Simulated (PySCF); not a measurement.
Cl$_{2}$, charge -1, doublet, at a GFN2-xTB geometry (a state made from the parent by changing its charge; the spin is typed, not shown lowest); CCSD(T)/def2-SVP in PySCF.

Here is a job for PySCF.
```python
from pyscf import gto, scf, cc

mol = gto.Mole()
mol.atom = '''
    Cl   -0.00000000   -0.00000000   -1.28417300
    Cl    0.00000000    0.00000000    1.28417300
'''
mol.basis = 'def2-svp'
mol.charge = -1
mol.spin = 1
mol.verbose = 4
mol.build()

mf = scf.UHF(mol)
mf.kernel()

mycc = cc.CCSD(mf, frozen=10)
mycc.kernel()
et = mycc.ccsd_t()
print('E(CCSD(T)) = %.10f' % (mycc.e_tot + et))
```

The log (banner, timings and long lists left out):

```
PySCF version 2.14.0

[INPUT] verbose = 4
[INPUT] num. atoms = 2
[INPUT] num. electrons = 35
[INPUT] charge = -1
[INPUT] spin (= nelec alpha-beta = 2S) = 1
[INPUT] symmetry False subgroup None
[INPUT] Mole.unit = angstrom
[INPUT] Symbol           X                Y                Z      unit          X                Y                Z       unit  Magmom
[INPUT]  1 Cl     0.000000000000   0.000000000000  -1.284173000000 AA    0.000000000000   0.000000000000  -2.426735266561 Bohr   0.0
[INPUT]  2 Cl     0.000000000000   0.000000000000   1.284173000000 AA    0.000000000000   0.000000000000   2.426735266561 Bohr   0.0

nuclear repulsion = 59.5450200073822
number of shells = 16
number of NR pGTOs = 72
number of NR cGTOs = 36
basis = def2-svp
ecp = {}

******** <class 'pyscf.scf.uhf.UHF'> ********
method = UHF
initial guess = minao
damping factor = 0
level_shift factor = 0
DIIS = <class 'pyscf.scf.diis.CDIIS'>
diis_start_cycle = 1
diis_space = 8
diis_damp = 0
SCF conv_tol = 1e-09
SCF conv_tol_grad = None
SCF max_cycles = 50
direct_scf = True
direct_scf_tol = 1e-13
number electrons alpha = 18  beta = 17
Set gradient conv threshold to 3.16228e-05
init E= -918.274032835537

cycle= 1 E= -918.708685704296  delta_E= -0.435  |g|= 0.176  |ddm|= 0.864
cycle= 2 E= -918.726087894844  delta_E= -0.0174  |g|= 0.048  |ddm|= 0.305
cycle= 3 E= -918.727282937066  delta_E= -0.0012  |g|= 0.014  |ddm|= 0.0563
cycle= 4 E= -918.727474180827  delta_E= -0.000191  |g|= 0.00263  |ddm|= 0.0283
cycle= 5 E= -918.727481707566  delta_E= -7.53e-06  |g|= 0.000815  |ddm|= 0.00594
cycle= 6 E= -918.727482505563  delta_E= -7.98e-07  |g|= 0.000293  |ddm|= 0.0016
cycle= 7 E= -918.727482614611  delta_E= -1.09e-07  |g|= 4.63e-05  |ddm|= 0.000612
cycle= 8 E= -918.727482617493  delta_E= -2.88e-09  |g|= 7.4e-06  |ddm|= 0.000106
cycle= 9 E= -918.727482617563  delta_E= -6.93e-11  |g|= 1.35e-06  |ddm|= 1.92e-05
Extra cycle  E= -918.727482617564  delta_E= -9.09e-13  |g|= 6.25e-07  |ddm|= 2.7e-06
converged SCF energy = -918.727482617564  <S^2> = 0.76171015  2S+1 = 2.0116761

******** <class 'pyscf.cc.uccsd.UCCSD'> ********
CC2 = 0
CCSD nocc = (np.int64(8), np.int64(7)), nmo = (26, 26)
frozen orbitals 10
max_cycle = 50
direct = 0
conv_tol = 1e-07
conv_tol_normt = 1e-06
diis_space = 6
diis_start_cycle = 0
diis_start_energy_diff = 1e+09
Init t2, MP2 energy = -0.256370784662915
Init E_corr(UCCSD) = -0.25637078466318
cycle = 1  E_corr(UCCSD) = -0.276555814207895  dE = -0.0201850295  norm(t1,t2) = 0.0425583
cycle = 2  E_corr(UCCSD) = -0.280478453657741  dE = -0.00392263945  norm(t1,t2) = 0.0115383
cycle = 3  E_corr(UCCSD) = -0.281883827045022  dE = -0.00140537339  norm(t1,t2) = 0.00412367
cycle = 4  E_corr(UCCSD) = -0.28188802923881  dE = -4.20219379e-06  norm(t1,t2) = 0.000559052
cycle = 5  E_corr(UCCSD) = -0.281873405629798  dE = 1.4623609e-05  norm(t1,t2) = 0.000172133
cycle = 6  E_corr(UCCSD) = -0.28187442978759  dE = -1.02415779e-06  norm(t1,t2) = 4.52942e-05
cycle = 7  E_corr(UCCSD) = -0.281874589497538  dE = -1.59709947e-07  norm(t1,t2) = 1.40304e-05
cycle = 8  E_corr(UCCSD) = -0.281874571950083  dE = 1.75474543e-08  norm(t1,t2) = 3.72028e-06
cycle = 9  E_corr(UCCSD) = -0.281874583253008  dE = -1.13029248e-08  norm(t1,t2) = 1.09061e-06
cycle = 10  E_corr(UCCSD) = -0.281874571431557  dE = 1.18214509e-08  norm(t1,t2) = 2.62148e-07
UCCSD converged
E(UCCSD) = -919.0093571889953  E_corr = -0.2818745714315573
UCCSD(T) correction = -0.00351468583808524
E(CCSD(T)) = -919.0128718748
```
